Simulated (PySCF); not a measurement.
**Electron correlation in N²⁺ (nitrogen, charge +2)**

[He] 2s2 2p1, 2P determinant. Calculation: PySCF 2.14, in x2c-TZVPPall (5s3p2d1f, 31 functions); the spin-free X2C one-electron Hamiltonian (Gaussian nucleus). Frozen: nothing; 5 electrons correlated.

```
  level  correlation energy (mhartree)
   CCSD                         -98.96
    (T)                          -1.20
CCSD(T)                        -100.16
  CCSDT                        -100.42
```

Diagnostics: T1 = 0.0053, D1 = 0.0132, largest double amplitude 0.135.

Cost of the coupled-cluster step: of the order of 0.4 core-seconds, for 5 correlated electrons.

This basis was not built for core-valence correlation, so the inner-shell part is incomplete.
